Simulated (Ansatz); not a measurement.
Consider the substitution at a C–C bond: `BC(=N)CF` + H–F → `BC(=N)F` + `CF`.

Gas-phase electronic energies from Ansatz, PBE0-D4/def2-TZVP geometries. CCSD(T)/CBS adds triple-zeta CCSD(T) − MP2 to the extrapolated MP2 energy (def2 sets, frozen cores). This one scheme is used for every species. DFT in def2-TZVPP. B3LYP here is the variant with VWN-RPA as its local correlation; programs differ in this. HSE06 is defined as in plane-wave codes. One conformer a species, not always the lowest.

```csv
level,ΔE (kcal/mol),difference from CCSD(T)/CBS
LDA (SPW92),-0.6,-3.9
revPBE-D4,0.3,-3.0
BLYP-D4,-1.5,-4.8
r2SCAN-D4,-1.2,-4.5
B97M-V,-1.3,-4.6
PBE0-D4,0.8,-2.5
B3LYP-D4,-0.5,-3.8
r2SCANh-D4,-0.5,-3.8
r2SCAN0-D4,0.3,-3.0
HSE06-D4,0.7,-2.6
BHLYP-D4,0.3,-3.0
CAM-B3LYP-D4,-0.7,-4.0
ωB97X-V,-0.1,-3.4
ωB97M-V,0.4,-2.9
B2PLYP,-0.2,-3.5
PBE-QIDH,1.9,-1.4
PBE,-1.8,-5.1
revPBE,-2.4,-5.7
r2SCAN,-1.5,-4.8
PBE0,-0.1,-3.4
B3LYP,-2.1,-5.4
r2SCANh,-0.9,-4.2
HSE06,-0.1,-3.4
BHLYP,-0.9,-4.2
CAM-B3LYP,-1.6,-4.9
LC-ωPBE,-0.1,-3.4
RPA@PBE/def2-TZVPP,1.2,-2.1
HF/def2-SVP,-1.7,-5.0
MP2/def2-SVP,1.8,-1.5
CCSD/def2-SVP,1.0,-2.3
CCSD(T)/def2-SVP,0.8,-2.5
HF/def2-TZVPP,-1.4,-4.7
MP2/def2-TZVPP,3.8,0.5
SCS-MP2/def2-TZVPP,2.4,-0.9
CCSD/def2-TZVPP,2.4,-0.9
HF/def2-QZVPP,-1.5,-4.8
MP2/def2-QZVPP,4.3,1.0
SCS-MP2/def2-QZVPP,2.9,-0.4
HF/CBS(def2),-1.5,-4.8
MP2/CBS(def2),4.7,1.4
CCSD(T)/CBS,3.3,0
```

(1) What do rigid-rotor, harmonic-oscillator terms from PBE0-D4/def2-TZVP frequencies (298.15 K, 1 bar) make of the CCSD(T)/CBS value? (Best estimate.)

Largest T1 diagnostic among the species: 0.014.

Results:

(1) Ansatz gave: ΔZPE = +1.1 kcal/mol, ΔH = +3.8 kcal/mol, ΔS = 11 J/(mol·K), ΔG = +3.0 kcal/mol.

At CCSD(T), def2-SVP lies −2.5 kcal/mol from the extrapolated value and def2-TZVPP −0.8 kcal/mol. The D4 term adds +1.7 kcal/mol with B3LYP and +0.9 kcal/mol with PBE0; it sums over pairs of atoms, weighted by their polarisabilities, and B3LYP, whose exchange is more repulsive, gets the larger term. From BLYP to BHLYP (50 % exact exchange), in def2-TZVPP and without D4, ΔE moves by +2.8 kcal/mol.
